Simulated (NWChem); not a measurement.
# WHO₃, doublet; SMILES [O]=[W](=[O])[OH]

```xyz
5

W      0.0004    -0.0289    -0.0780
O      1.4313    -0.9056     0.2371
O     -1.3819    -0.9810     0.2339
O      0.0134     1.8373     0.1806
H     -0.5283     2.5345     0.5618
```
Atoms are numbered in this order, from 1.

All runs: NWChem. Spin-unrestricted. The geometry was optimised at PBE0/def2-SVP, spin-unrestricted. The spin multiplicity was typed, not searched, and may not be the lowest. No stability test was run on the SCF state. def2 effective core potentials on W; no spin-orbit coupling. Level PBE/def2-SVP: energy and gradient on several grids; changes count from the extra-fine grid, which is no exact limit either.

**Question.** Which is the coarsest grid (xcoarse; fine; medium; coarse; xfine) from which on the energy stays within 50 μHa and each gradient component within 100 μHa/bohr of xfine?

**Answer.** medium.
| grid | size of the energy change (μHa) | largest change of a gradient component (μHa/bohr) | time, medium = 1 (rough) |
|---|---|---|---|
| xcoarse | 1000 | 5000 | about 1 |
| coarse | 70 | 700 | about 1 |
| medium | < 10 | < 30 | about 1 |
| fine | < 10 | < 30 | about 1 |
| xfine | < 10 | < 30 | 3 |
